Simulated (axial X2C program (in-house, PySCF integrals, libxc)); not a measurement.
# Spectroscopic constants of AsC⁺

Computed with an in-house relativistic program for diatomic molecules. Spin-free means the one-electron spin-free X2C Hamiltonian; two-component (2c) means X2C with spin–orbit coupling and atomic mean-field two-electron Coulomb and Gaunt terms, so the difference of the two also holds small scalar two-electron terms. Basis: As dyall-cv3z [9s9p6d4f1g], C dyall-v3z [7s6p2d1f] (cores contracted in-house); Gaussian nuclei, density fitting, unrestricted open shells. Masses: As 74.922 u, C 12.000 u.

Input file and command:
```json
{
 "zs": [
  33,
  6
 ],
 "q": 1,
 "bas": [
  "dyall-cv3z",
  "dyall-v3z"
 ],
 "levels": [
  "PBE0",
  "HF",
  "PBEsol"
 ],
 "cc": true,
 "r0": 1.81,
 "thr": -2.0,
 "nmax": 90,
 "npts": 10,
 "nst": 2,
 "ntry": 6
}
```
```bash
python so2c.py task.json out
```

Keys: zs atomic numbers; q charge; bas basis sets; levels methods; cc coupled cluster on or off; r0 starting distance in Å; thr threshold in hartree for freezing inner shells (an s shell follows its p shell); nmax most natural virtual spinors; npts points on the curve; nst determinants followed; ntry starts of the search. HF also brings MP2.

State, spin-free: M_S = 1, Λ = 1 (beyond evenly filled blocks: σα, π+α, π+β, π-α); electrons by block: σα: 10, σβ: 9, π+α: 4, π+β: 4, π-α: 4, π-β: 3, δ+α: 1, δ+β: 1, δ-α: 1, δ-β: 1. Fragments: As+ + C.

State, 2c: Ω = 2 (⟨Sz⟩ = 1.00, ⟨Lz⟩ = 1.00 at PBE0); electrons by block: 1/2: 14, -1/2: 13, 3/2: 5, -3/2: 4, 5/2: 1, -5/2: 1. Fragments: As+ + C.

| Hamiltonian | level | Re (Å) | ωe (cm⁻¹) | Be (cm⁻¹) | αe (cm⁻¹) | De (eV) | μ (D) |
| --- | --- | --- | --- | --- | --- | --- | --- |
| spin-free | PBE0 | 1.734 | 930.7 | 0.5419 | 0.00425 | 4.05 | 0.35 |
| spin-free | HF | 1.758 | 885.5 | 0.5275 | 0.00347 | 2.10 | 0.43 |
| spin-free | CCSD | 1.739 | 935.4 | 0.5387 | 0.00403 | 3.47 | n/a |
| spin-free | CCSD(T) | 1.745 | 929.6 | 0.5354 | 0.004 | 3.72 | n/a |
| spin-free | PBEsol | 1.749 | 899.5 | 0.5328 | 0.00401 | 4.86 | 0.37 |
| 2c | PBE0 | 1.736 | 922.1 | 0.5406 | 0.00433 | n/a | 0.37 |
| 2c | PBEsol | 1.750 | 895.0 | 0.532 | 0.00405 | n/a | 0.38 |

Correlated methods: 8 electrons correlated (number of frozen shells: As 3 s, 2 p, 1 d; C 1 s), 210 virtual spin orbitals or spinors in MP2, 90 natural virtuals in coupled cluster.

Dipoles are positive if C is the positive end and refer to the centre of mass.

Occupations by symmetry block were frozen at the best pattern of an incomplete PBE0 search. De is counted from the lowest determinant-based energies of the atoms at the same level, without counterpoise correction. De is not given where an atomic determinant may have missed its ground term or J level, or where the truncated virtual space spoils (T). Density functionals use the spin component along the axis (collinear). Coupled cluster ran in a truncated set of natural virtual spinors; the MP2 energy of the rest was added. (T) has no such correction and the atoms are truncated less, which lowers De at CCSD(T) by a hundredth of an eV or more. Other states lie close and PBE0, whose exact exchange favours high spin, may order them wrongly; the determinant shown need not be the ground state. The nearest other spin-free determinant of the search, M_S = 0, Λ = 1, lies 0.34 eV up at the distance of the search. Without a current term, density functionals place determinants with orbital angular momentum somewhat too high. With several unpaired electrons one determinant need not be a pure state. Open-shell Ω = 0 determinants with evenly filled partner blocks cannot be reached by this program, so the Ω shown need not be the lowest component. The determinant is spin-polarised beyond a pure state at some levels (its spin-free form has ⟨S²⟩ too high), which makes Re and μ there less reliable. The T1 diagnostic is large, a sign of multireference character.

No reliable constants came from CCSD (2c), CCSD(T) (2c), HF (2c), MP2 (2c), MP2 (spin-free): no minimum in range, unconverged points, a curve that is not smooth, a change of character along it, or the two Hamiltonians disagreeing along it.

Rough cost a point (2c) on 1 thread(s) of a shared host, integrals apart: PBE0 0.5 s, PBEsol 0.28 s.

The whole task took 120 s on 1 thread of Intel(R) Xeon(R) Processor @ 2.30GHz (shared host).
